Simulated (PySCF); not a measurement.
**Relaxation of doublet [PdSe2]+**

All numbers come from UPBE in PySCF with Pd def2-SVP with ECP28, Se def2-SVP; scalar-relativistic core potentials, no spin–orbit coupling; density-fitted integrals. A (50,194) grid was used.

A hand-made linear start, of D∞h symmetry, held to at least that symmetry:

```xyz
3
charge 1 multiplicity 2, angstrom
Pd    0.0000    0.0000    0.0000
Se    0.0000    0.0000    2.1952
Se    0.0000    0.0000   -2.1952
```

(1) What does it relax to?

(2) How much energy is released, and in how many steps?

## Answers

(1) It ends at D∞h with Pd–Se 2.260 Å (×2); Se–Pd–Se 180.0° (after a last refinement on a finer grid). A frequency run shows 2 imaginary modes (one degenerate set), down to 95i cm⁻¹, so it is a higher-order saddle point.

(2) 7.5 kJ/mol in 3 steps.

Open d and f shells are described by one determinant, and the ground state may have another occupation or spin.

The relaxation took about 40 core-seconds on a shared host.
